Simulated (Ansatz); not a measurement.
Consider the formal exchange of groups at a B–N bond: `CB(Cl)N([SiH3])[SiH3]` + `CBr` → `CB(Cl)CBr` + `[SiH3]N[SiH3]`.

Calculated with Ansatz (gas phase, PBE0-D4/def2-TZVP geometries, no zero-point term in ΔE). CCSD(T)/CBS is the MP2 limit (def2-TZVPP, def2-QZVPP) plus CCSD(T) − MP2 in def2-TZVPP, frozen cores. This one scheme is used for every species. Functionals use def2-TZVPP. HSE06 is defined as in plane-wave codes. For Br outer-core shells are correlated without core-valence functions, which leaves a few kJ/mol of doubt a bond. Scalar relativity is left out up to krypton. Each species was taken in one conformer, which may not be the lowest.

`CB(Cl)N([SiH3])[SiH3]`:

Z-matrix (Å, degrees):
```
C
B 1 1.562
H 1 1.089 2 114.9
H 1 1.094 2 109.6 3 -122.5
H 1 1.095 2 109.4 3 122.0
Cl 2 1.799 1 115.5 3 177.6
N 2 1.411 1 128.4 3 -2.6
Si 7 1.765 2 119.5 1 179.3
Si 7 1.754 2 125.8 1 -0.8
H 8 1.481 7 111.8 2 63.5
H 8 1.480 7 111.8 2 -61.8
H 8 1.489 7 104.4 2 -179.1
H 9 1.485 7 109.7 2 118.9
H 9 1.480 7 110.6 2 -1.8
H 9 1.485 7 109.4 2 -122.1
```

`CBr`:

Cartesian coordinates in Å:
```
C -0.087 -0.121 -0.110
Br 0.823 1.140 1.037
H 0.390 -1.089 0.011
H 0.003 0.231 -1.133
H -1.129 -0.161 0.195
```

`CB(Cl)CBr`:

```xyz
10

C     1.137    0.456   -0.665
B     0.268   -0.274    0.397
Cl    1.032   -1.385    1.532
C    -1.276   -0.046    0.544
Br   -1.906   -1.330   -0.799
H     1.614    1.312   -0.169
H     1.947   -0.165   -1.051
H     0.551    0.849   -1.498
H    -1.727   -0.343    1.487
H    -1.640    0.926    0.221
```

`[SiH3]N[SiH3]`:

Z-matrix (Å, degrees):
```
Si
N 1 1.726
H 1 1.490 2 112.6
H 1 1.484 2 107.4 3 119.9
H 1 1.489 2 110.9 3 -120.0
Si 2 1.726 1 128.9 3 -109.8
H 2 1.011 1 115.5 3 66.2
H 6 1.490 2 112.6 1 109.8
H 6 1.484 2 107.4 1 -10.1
H 6 1.488 2 110.9 1 -130.1
```

(1) Is it downhill or uphill in electronic energy at CCSD(T)/CBS, and by how much? (Best estimate.)

(2) What do these levels give: PBE0-D4, r2SCANh-D4, HSE06, HF/def2-TZVPP, MP2/def2-TZVPP, HF/CBS(def2)? (An estimate is asked.)

Largest T1 diagnostic among the species: 0.012.

Answers

(1) Computed: Uphill: ΔE = +101.5 kJ/mol.

(2) Ansatz gave: PBE0-D4 102.3, r2SCANh-D4 101.6, HSE06 97.6, HF/def2-TZVPP 92.7, MP2/def2-TZVPP 103.6, HF/CBS(def2) 93.2 kJ/mol.

At CCSD(T), def2-SVP lies +8.7 kJ/mol from the extrapolated value and def2-TZVPP +0.8 kJ/mol. From BLYP to BHLYP (50 % exact exchange), in def2-TZVPP and without D4, ΔE moves by +5.2 kJ/mol. In def2-TZVPP, CCSD(T) changes the Hartree–Fock value by +9.6 kJ/mol (the triples alone add +2.2 kJ/mol) and MP2 by +11.0 kJ/mol.
